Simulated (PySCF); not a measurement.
## Worked example for selenium dioxide: ionisation energy to the radical cation

Structure: `O=[Se]=O` (O2Se).

These are calculated values, ωB97X-D3(BJ)/ma-def2-TZVP in PySCF (grid level 2) at geometries from PBE0-D3(BJ)/ma-def2-SVP. Zero-point energies come from unscaled PBE0-D3(BJ)/ma-def2-SVP harmonic frequencies.

```
         state       structure        E / Eh
        parent          parent  -2551.937487
radical cation          parent  -2551.495871
radical cation  radical cation  -2551.506208
        parent  radical cation  -2551.918675
```

Zero-point energy of the radical cation less that of the parent: -0.025 eV. 1 Eh = 27.2114 eV.

**Question.** Work out the vertical and adiabatic ionisation energy.

**Answer.** Vertical: (-2551.495871) − (-2551.937487) = 0.441616 Eh = 12.02 eV. Adiabatic: 0.431279 Eh = 11.736 eV, and 11.71 eV with zero-point energy.

**Question.** And the inner reorganisation energy of self-exchange?

**Answer.** The radical cation relaxes by 281.3 meV and the parent by 511.9 meV, so λ = 793 meV.

Note: spin-orbit coupling is left out of the energies, which matters for open shells on the heavier atoms; atoms from Ga to Kr are treated without relativity; O1 and O3 are equivalent in the parent, but the relaxed radical cation is symmetry-broken (C2v to Cs), which is often an artefact of the method; its spin populations, distances and adiabatic value belong to that structure.
